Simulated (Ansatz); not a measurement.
`FB(F)Cl` + CH₃SH → `CSB(F)Cl` + H–F at 298.15 K and 1 bar (ligand exchange at a B–F bond).

Program: Ansatz. Geometries: PBE0-D4/def2-TZVP. ΔE: electronic, gas phase. CCSD(T)/CBS adds triple-zeta CCSD(T) − MP2 to the extrapolated MP2 energy (def2 sets, frozen cores). This one scheme is used for every species. One conformer a species, not always the lowest.

| species | CCSD(T)/CBS energy (Eh) | H − E (kJ/mol) | S (J/(mol·K)) |
| --- | --- | --- | --- |
| `FB(F)Cl` | -684.31926 | 41.0 | 275.6 |
| CH₃SH | -438.22835 | 133.0 | 253.2 |
| `CSB(F)Cl` | -1022.12842 | 143.7 | 342.3 |
| H–F | -100.39570 | 33.5 | 173.6 |

H − E and S are ideal-gas, rigid-rotor, harmonic terms from PBE0-D4/def2-TZVP, for one conformer and one mirror image of each species. 1 Eh = 2625.50 kJ/mol, R = 8.31446 J/(mol·K).

By hand: ΔE, ΔH, ΔS and ΔG.

ΔE = (-1022.12842) + (-100.39570) − (-684.31926) − (-438.22835) = 0.02349 Eh = 61.7 kJ/mol. Δ(H − E) = 143.7 + 33.5 − 41.0 − 133.0 = 3.2, so ΔH = 64.9 kJ/mol. ΔS = 342.3 + 173.6 − 275.6 − 253.2 = -12.9 J/(mol·K). ΔG = 64.9 − 298.15 × (-12.9)/1000 = 68.7 kJ/mol.

By hand: the equilibrium constant, and the temperature at which ΔG would vanish if ΔH and ΔS stayed fixed.

log₁₀ K = −ΔG/(RT ln 10) = -12.0. ΔH and −TΔS have one sign here, so there is no such temperature.

The number of gas molecules stays the same, so ΔS is small and ΔH decides. A doubt of 5 kJ/mol in ΔE shifts log₁₀ K by 0.9 here. Other conformers and mirror images would add mixing entropy, several J/(mol·K) or more a flexible species. These are equilibria of isolated gas molecules and say nothing of rates. Largest T1 diagnostic: 0.012 (customary marks: 0.02 for closed shells, 0.045 for open ones).

ΔS is within the doubt of such terms, so its sign, and with it that verdict, could turn.
